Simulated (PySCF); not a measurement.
## Assignment exercise: C$_{6}$H$_{11}$FOSi

Molfile (atoms numbered from 1):
```
C6H11FOSi
     RDKit          3D

 20 19  0  0  0  0  0  0  0  0999 V2000
   -1.9987   -1.2387   -0.2584 C   0  0  0  0  0  0  0  0  0  0  0  0
   -1.5452   -0.0967    0.6516 C   0  0  0  0  0  0  0  0  0  0  0  0
   -1.5322    1.2220   -0.1221 C   0  0  0  0  0  0  0  0  0  0  0  0
    0.1577   -0.4607    1.4483 Si  0  0  0  0  0  4  0  0  0  0  0  0
    1.4518   -0.4473    0.0488 C   0  0  0  0  0  0  0  0  0  0  0  0
    1.5942   -1.6311   -0.5828 F   0  0  0  0  0  0  0  0  0  0  0  0
    2.1744    0.5973   -0.3704 C   0  0  0  0  0  0  0  0  0  0  0  0
    3.1285    0.5606   -1.4743 C   0  0  0  0  0  0  0  0  0  0  0  0
    3.7758    1.5074   -1.8468 O   0  0  0  0  0  0  0  0  0  0  0  0
   -1.3014   -1.3787   -1.0818 H   0  0  0  0  0  0  0  0  0  0  0  0
   -2.9783   -1.0204   -0.6815 H   0  0  0  0  0  0  0  0  0  0  0  0
   -2.0680   -2.1732    0.2939 H   0  0  0  0  0  0  0  0  0  0  0  0
   -2.2802   -0.0023    1.4586 H   0  0  0  0  0  0  0  0  0  0  0  0
   -2.5234    1.4381   -0.5176 H   0  0  0  0  0  0  0  0  0  0  0  0
   -0.8393    1.1709   -0.9598 H   0  0  0  0  0  0  0  0  0  0  0  0
   -1.2342    2.0494    0.5179 H   0  0  0  0  0  0  0  0  0  0  0  0
    0.5433    0.5947    2.3861 H   0  0  0  0  0  0  0  0  0  0  0  0
    0.1929   -1.7957    2.0449 H   0  0  0  0  0  0  0  0  0  0  0  0
    2.0548    1.5413    0.1388 H   0  0  0  0  0  0  0  0  0  0  0  0
    3.2221   -0.4262   -1.9642 H   0  0  0  0  0  0  0  0  0  0  0  0
  1  2  1  0
  2  3  1  0
  2  4  1  0
  4  5  1  0
  5  6  1  0
  5  7  2  0
  7  8  1  0
  8  9  2  0
  1 10  1  0
  1 11  1  0
  1 12  1  0
  2 13  1  0
  3 14  1  0
  3 15  1  0
  3 16  1  0
  4 17  1  0
  4 18  1  0
  7 19  1  0
  8 20  1  0
M  END
```

Computational details: GFN2-xTB geometry, shieldings: GIAO PBE0/pcSseg-1, in PySCF 2.14.0 with density-fitted response routines (relativity neglected, one conformer, isolated molecule, averaged over atoms made equivalent by symmetry, fast rotation or ring inversion).

Chemical shifts δ = σref − σ; 13C (σref 186.93), 1H (σref 31.72) vs TMS, all at this level.

Problem. Assign these signals to the numbered atoms. 13C{1H} NMR (computed): δ 194.2 (C), 189.6 (CH), 133.6 (CH), 20.7 (CH3), 16.5 (CH).

Solution. 
194.2 → C5, β carbon of a C=C–C=O unit: conjugation with the carbonyl draws π density from the β position
189.6 → C8, aldehyde carbonyl carbon: low-lying n→π* states of the double bond to the heteroatom give a large paramagnetic term (-249 ppm)
133.6 → C7, α carbon of a C=C–C=O unit: the olefinic region
20.7 → C1/C3, methyl carbon: a saturated carbon with 1 carbon neighbour and no heteroatom attached
16.5 → C2, sp3 CH bonded to Si

Problem. Assign these signals to the numbered atoms. 1H NMR (300 MHz, computed): δ 10.48 (m, 1H), 5.78 (m, 1H), 4.41 (m, 2H), 1.28 (m, 1H), 1.22 (m, 6H).

Solution. 
| δ (ppm) | atoms | environment | reason |
| --- | --- | --- | --- |
| 10.48 | H20 | hydrogen on an aldehyde carbonyl carbon | the formyl region, downfield of aromatic protons |
| 5.78 | H19 | hydrogen on an α carbon of a C=C–C=O unit | olefinic region |
| 4.41 | H17/H18 | hydrogen on a silicon bonded to 2 C | – |
| 1.28 | H13 | hydrogen on an sp3 CH bonded to Si | – |
| 1.22 | H10/H11/H12/H14/H15/H16 | hydrogen on a methyl carbon | – |

H13 and H10/H11/H12/H14/H15/H16 lie closer than the usual error of such a calculation, so a measured spectrum could show them in the other order.

Splittings by 19F in the carbon and heteronuclear signals aren't shown, as no couplings were computed. Shifts are as computed. Against solution values, carbons near 30 ppm lie about +3 ppm off and those near 130 ppm about +5 ppm. Of 1309 compounds with measured shifts, 239 miss one by over three times the rms of a fit or turn the order of signals round; such compounds aren't used in these exercises. No couplings were computed; multiplicities are counted from neighbouring protons, with m where these are inequivalent, close in shift, in a saturated or five-membered ring or joined by F or P, and br s for small geminal =CH2 splittings.
